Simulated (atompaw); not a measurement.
# gadolinium (Gd): PAW (atompaw) pseudisation with PBE, scalar-relativistic reference atom.

* Element: Gd
* Generator: atompaw 4.2.0.5
* Type: PAW
* Functional: PBE
* Relativity: scalar-relativistic
* Frozen core: [Kr] 4d10
* Valence charge: 18
* Reference configuration: 4f7 5s2 5p6 5d1 6s2 6p0
* Partial waves: 5s (bound); 6s (bound); 5p (bound); 6p (bound, empty); 5d (bound); 5d channel at 1.2 Ry; 4f (bound); 4f channel at -0.1 Ry
* Local potential: troulliermartins scheme with l = 4 at 1 Ry, radius 2.20 bohr
* Core correction: smooth core density matched at 1.85 bohr
* Augmentation charge: sinc compensation charge, radius 1.95 bohr; PAW radius 2.60 bohr; waves and projectors: bloechl

All-electron outer shells of the reference configuration (PBE, scalar-relativistic, ld1.x):

| shell | level (eV) | outermost node (bohr) | outermost maximum (bohr) |
| --- | --- | --- | --- |
| 4p | -276.39 | 0.29 | 0.54 |
| 4d | -147.72 | 0.27 | 0.56 |
| 5s | -49.74 | 0.65 | 1.20 |
| 5p | -27.26 | 0.70 | 1.35 |
| 4f | -8.70 | – | 0.56 |
| 6s | -4.13 | 1.60 | 3.37 |
| 5d | -2.53 | 0.79 | 1.95 |
| 6p | -1.33 | 1.93 | 4.55 |

Calculated quality:

| Quantity | Value |
| --- | --- |
| Cutoffs needed | 45 Ry and 55 Ry (the cutoffs (Ry, on a coarse ladder) from which the occupation-weighted sum of valence levels, in a spherical-Bessel basis at the reference potential, stays within 10 and 1 mRy of its value at 400 Ry) |
| Ghost test | no extra level below or beside the all-electron valence levels (s, p, d, f tested) (spherical-Bessel basis up to 400 Ry, 20 bohr box) |
| Lowest eigenvalue of the overlap operator | 0.37 (s channel) |
| Overlap eigenvalues printed by atompaw (projector basis) | 0.0117, 0.145, 0.432, 2.44, 3.52, 3.93, 8.72, 49.9 |
| Share of each valence orbital outside the PAW sphere | 5s 1 %, 6s 86 %, 5p 5 %, 6p 96 %, 5d 48 %, 4f 1 % |

Generation and tests took about 9.7 s on one core of a shared server CPU.
